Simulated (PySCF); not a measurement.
## NMR data sheet: C$_{5}$H$_{7}$ClN$_{2}$Si

```yaml
Formula: C5H7ClN2Si
SMILES: C=C(Cl)c1cncn1[SiH3]
InChI: InChI=1S/C5H7ClN2Si/c1-4(6)5-2-7-3-8(5)9/h2-3H,1H2,9H3
Point_group_of_the_computed_structure: C1
Degrees_of_unsaturation: 4
Carbon_signals: 5
Proton_signals: 5
```

Molfile (atoms numbered from 1):
```
C5H7ClN2Si
     RDKit          3D

 16 16  0  0  0  0  0  0  0  0999 V2000
    2.7387   -0.2444   -0.0353 C   0  0  0  0  0  0  0  0  0  0  0  0
    1.4692   -0.4066    0.3249 C   0  0  0  0  0  0  0  0  0  0  0  0
    1.0506   -1.7052    1.4010 Cl  0  0  0  0  0  0  0  0  0  0  0  0
    0.3768    0.4393   -0.0800 C   0  0  0  0  0  0  0  0  0  0  0  0
    0.4336    1.7252   -0.5732 C   0  0  0  0  0  0  0  0  0  0  0  0
   -0.8162    2.1841   -0.8149 N   0  0  0  0  0  0  0  0  0  0  0  0
   -1.6104    1.2087   -0.4828 C   0  0  0  0  0  0  0  0  0  0  0  0
   -0.9609    0.1092   -0.0200 N   0  0  0  0  0  0  0  0  0  0  0  0
   -1.7701   -1.3916    0.4348 Si  0  0  0  0  0  4  0  0  0  0  0  0
    3.5163   -0.8895    0.3296 H   0  0  0  0  0  0  0  0  0  0  0  0
    3.0188    0.5433   -0.7096 H   0  0  0  0  0  0  0  0  0  0  0  0
    1.2926    2.3401   -0.7506 H   0  0  0  0  0  0  0  0  0  0  0  0
   -2.6780    1.2489   -0.5574 H   0  0  0  0  0  0  0  0  0  0  0  0
   -1.1492   -2.4884   -0.2968 H   0  0  0  0  0  0  0  0  0  0  0  0
   -3.1263   -1.1684   -0.0698 H   0  0  0  0  0  0  0  0  0  0  0  0
   -1.7933   -1.4958    1.8888 H   0  0  0  0  0  0  0  0  0  0  0  0
  1  2  2  0
  2  3  1  0
  2  4  1  0
  4  5  2  0
  5  6  1  0
  6  7  2  0
  7  8  1  0
  8  9  1  0
  8  4  1  0
  1 10  1  0
  1 11  1  0
  5 12  1  0
  7 13  1  0
  9 14  1  0
  9 15  1  0
  9 16  1  0
M  END
```

[PySCF 2.14: NMR shieldings at PBE0/pcSseg-1/GIAO; geometry from GFN2-xTB; single conformer; no solvent model; no relativistic terms; equivalent nuclei averaged]

δ = σ(ref) − σ, references computed at the same level: 1H (σref 31.72), 13C (σref 186.93), 29Si (σref 349.16) vs TMS; 15N (σref 267.73) against NH3.

| carbon | δC, type | δH (multiplicity) | HMBC from (2–3 bonds) | span of the C tensor (ppm) |
| --- | --- | --- | --- | --- |
| C1 | 114.6, CH2 | H10 5.53 (br s); H11 6.09 (br s) | – | 181 |
| C2 | 141.4, C | – | H12, H11, H10 | 169 |
| C4 | 137.9, C | – | H12, H13, H11, H10, H14/H15/H16 | 138 |
| C5 | 139.2, CH | 7.79 (m) | H13 | 154 |
| C7 | 147.6, CH | 7.26 (m) | H12, H14/H15/H16 | 137 |

Other nuclei:
```tsv
atoms	nucleus	environment	δ (ppm)	σ (ppm)
H14/H15/H16	1H	hydrogen on a silicon bonded to N	5.24	26.48
Si9	29Si	silicon bonded to N, 3 H	-56.7	405.9
N6	15N	pyridine-type nitrogen of an azole	314.8	-47.1
N8	15N	pyrrole-type ring nitrogen	180.4	87.3
```

1. Carbon types of the structure: 2 × C, 2 × CH, 1 × CH2, leaving 3 H on heteroatoms.
2. δC 147.6: aromatic CH between two ring heteroatoms.
3. δC 141.4: fully substituted alkene carbon; as expected for a trigonal carbon in a double bond.
4. δC 139.2: aromatic CH next to a ring nitrogen.
5. δC 137.9: substituted aromatic carbon next to a ring nitrogen.
6. δC 114.6: terminal =CH2 carbon; as expected for a trigonal carbon in a double bond.

Carbons that carry Cl, above all several Cl atoms, come out too deshielded, partly because spin–orbit coupling is missing. Shifts are as computed. Against solution values, carbons near 30 ppm lie about +3 ppm off and those near 130 ppm about +5 ppm; carbons on Cl a further +6 ppm. Of 1211 compounds with measured shifts, 218 miss one by over three times the rms of a fit or turn the order of signals round; such compounds aren't used in these exercises. Experimental scales use liquid or dissolved standards, which lie at an offset from isolated NH3 (liquid NH3: subtract about 20 ppm). Unscaled 15N shifts of sp2 nitrogen come out 20 to 40 ppm too high even then. Multiplicities follow the n + 1 count of equivalent neighbours, as no J values were calculated; m marks all less simple cases, F and P coupling included.
